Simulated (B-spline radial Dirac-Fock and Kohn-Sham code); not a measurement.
## Satellites and hypersatellites of the K lines of Ni²⁺

System: nickel as Ni²⁺ in the configuration [Ar] 3d8, inside a Watson sphere of charge -2 and radius 3 Å (a model of the Madelung potential; inside it an electron's potential energy is raised by 9.6 eV).

Method: relaxed Dirac-Fock hole states (ΔSCF) with Breit and QED corrections and a finite nucleus. Computed with a radial atomic solver. Each two-hole energy is an average over J within one jj subconfiguration, not an observable level; in light atoms, where LS coupling holds, the j-resolved values are not observed lines, and for a K spectator the Kα1 hypersatellite is nearly forbidden. Correlation energy is missing from these numbers.

Lines without a spectator: Kα2 (K-L2) 7459.8 eV, Kα1 (K-L3) 7476.9 eV, Kβ3 (K-M2) 8261.2 eV, Kβ1 (K-M3) 8263.4 eV. Shifts in eV with one spectator hole (a dash: not computed, or left out as unreliable):

| spectator hole | Kα2 | Kα1 | Kβ3 | Kβ1 |
| --- | --- | --- | --- | --- |
| K (1s) | +295.6 | +298.3 | +368.4 | +368.8 |
| L2 (2p1/2) | +27.90 | +34.1 | – | +75.5 |
| L3 (2p3/2) | +31.5 | +30.3 | +72.7 | – |
| M2 (3p1/2) | – | +2.56 | +5.11 | +6.80 |
| M3 (3p3/2) | +2.32 | – | +6.37 | +5.92 |

With n spectator holes in 2p, averaged over the 2p shell (energies in eV):

| n | KαLⁿ | step | hypersatellite KαʰLⁿ |
| --- | --- | --- | --- |
| 0 | 7471.2 | – | 7768.5 |
| 1 | 7502.7 | +31.5 | 7801.2 |
| 2 | 7535.2 | +32.5 | 7834.8 |
| 3 | 7568.7 | +33.5 | 7869.5 |
| 4 | 7603.3 | +34.6 | 7905.3 |
| 5 | 7639.0 | +35.7 | 7942.3 |
